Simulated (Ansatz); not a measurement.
Computed with Ansatz on PBE0-D4/def2-TZVP structures; ΔE is electronic, products minus reactants. CBS: MP2 limit from def2 TZ/QZ plus the TZ coupled-cluster correction, frozen cores. Each species was taken in one conformer, which may not be the lowest.

Reaction (redistribution): `N[SiH2]P` + `N[SiH2]S[SiH2]F` → `N[SiH2]S[SiH2]N` + `F[SiH2]P`

| species | HF/def2-QZVPP energy (Eh) |
| --- | --- |
| `N[SiH2]P` | -687.71164 |
| `N[SiH2]S[SiH2]F` | -1133.08137 |
| `N[SiH2]S[SiH2]N` | -1089.19813 |
| `F[SiH2]P` | -731.59536 |

Work out ΔE.

ΔE = (-1089.19813) + (-731.59536) − (-687.71164) − (-1133.08137) = -0.00048 Eh = -0.3 kcal/mol. CCSD(T)/CBS gives -1.4 kcal/mol.

Largest T1 diagnostic among the species: 0.013.

In def2-TZVPP, CCSD(T) changes the Hartree–Fock value by −1.2 kcal/mol (the triples alone add −0.2 kcal/mol) and MP2 by −1.2 kcal/mol. The D4 term adds −0.9 kcal/mol with B3LYP and −0.5 kcal/mol with PBE0; it sums over pairs of atoms, weighted by their polarisabilities, and B3LYP, whose exchange is more repulsive, gets the larger term.

B3LYP here is the variant with VWN-RPA as its local correlation; programs differ in this.
